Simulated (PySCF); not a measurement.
Atom-mapped SMILES (the numbers label the heavy atoms): `[O:1]=[C:2]([OH:3])[CH2:4][B:5]([F:6])[F:7]`; H(Xn) means a hydrogen on atom n.

Geometry: PBE0-D3(BJ)/def2-SVP; GIAO shifts from PySCF, gas phase, non-relativistic, averaged over equivalent atoms.

At PBE0/IGLO-III (275 basis functions, 29 s wall time on 1 thread of an Arm Neoverse V1, shared host):
```json
{"atoms": "O1", "δ (ppm)": "428.3"}
{"atoms": "O3", "δ (ppm)": "212.3"}
{"atoms": "C2", "δ (ppm)": "175.3"}
{"atoms": "C4", "δ (ppm)": "22.6"}
{"atoms": "B5", "δ (ppm)": "27.3"}
{"atoms": "F6/F7", "δ (ppm)": "-69.6"}
{"atoms": "H(O3)", "δ (ppm)": "5.73"}
{"atoms": "H(C4)", "δ (ppm)": "2.31"}
```

δ = σ(ref) − σ, references computed at the same level: ¹⁷O (σref 327.19) against H2O; ¹³C (σref 183.78), ¹H (σref 31.37) against TMS; ¹¹B (σref 99.94) vs BF3·OEt2; ¹⁹F (σref 174.63) vs CFCl3.

Q: Estimate the result of repeating the calculation with B3LYP/pcSseg-2.

A: 
```json
{"atoms": "O1", "δ at B3LYP/pcSseg-2": "431.7", "change": "+3.4"}
{"atoms": "O3", "δ at B3LYP/pcSseg-2": "215.3", "change": "+3.0"}
{"atoms": "C2", "δ at B3LYP/pcSseg-2": "177.8", "change": "+2.5"}
{"atoms": "C4", "δ at B3LYP/pcSseg-2": "22.9", "change": "+0.3"}
{"atoms": "B5", "δ at B3LYP/pcSseg-2": "27.4", "change": "+0.1"}
{"atoms": "F6/F7", "δ at B3LYP/pcSseg-2": "-72.7", "change": "-3.1"}
{"atoms": "H(O3)", "δ at B3LYP/pcSseg-2": "5.86", "change": "+0.13"}
{"atoms": "H(C4)", "δ at B3LYP/pcSseg-2": "2.26", "change": "-0.05"}
```

Shifts are taken against calculated references (same method and geometry level): ¹⁷O (σref 325.85) against H2O; ¹³C (σref 179.19), ¹H (σref 31.39) vs TMS; ¹¹B (σref 96.39) vs BF3·OEt2; ¹⁹F (σref 169.74) vs CFCl3.

The largest change is at O1 (carbonyl oxygen). Cost: 294 basis functions, 35 s wall time on 1 thread of an Arm Neoverse V1, shared host.

A carbon bonded to boron is broadened by the quadrupolar boron nucleus and is often missing from a measured spectrum. The C=O carbon of an acid or of an amide with N–H lies up to 10 ppm further downfield in solution, through hydrogen bonding that the calculation lacks. Unscaled 19F shifts against computed CFCl3 carry errors that often reach 10 to 50 ppm. Unscaled 17O shifts of doubly bonded oxygen tend to come out too high, by tens of ppm or more. Experimental scales use liquid or dissolved standards, which lie at an offset from isolated H2O (liquid H2O: subtract about 36 ppm).
